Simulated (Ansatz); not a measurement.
Basis-set series for `NB1C[SiH2]1`. Charge 0, multiplicity 1. The geometry is a stationary point of PBE0-D4/def2-TZVP. It is one conformer, not always the lowest.

```
functional       basis  functions  energy (Eh)  HOMO (eV)  LUMO (eV)
   PBE0-D4    def2-SVP         90   -410.35619      -6.14      -0.31
   PBE0-D4  def2-TZVPP        219   -410.59135      -6.22      -0.51
   ωB97M-V    def2-SVP         90   -410.53213      -8.20       1.78
   ωB97M-V  def2-TZVPP        219   -410.77393      -8.31       1.53
```

(1) Give the rows for def2-QZVPP. (Best estimate.)

Results:

(1) Computed: 
| functional | basis | functions | energy (Eh) | HOMO (eV) | LUMO (eV) |
| --- | --- | --- | --- | --- | --- |
| PBE0-D4 | def2-QZVPP | 421 | -410.60808 | -6.24 | -0.56 |
| ωB97M-V | def2-QZVPP | 421 | -410.78945 | -8.33 | 1.37 |

Positive LUMOs are unbound and depend on the basis.
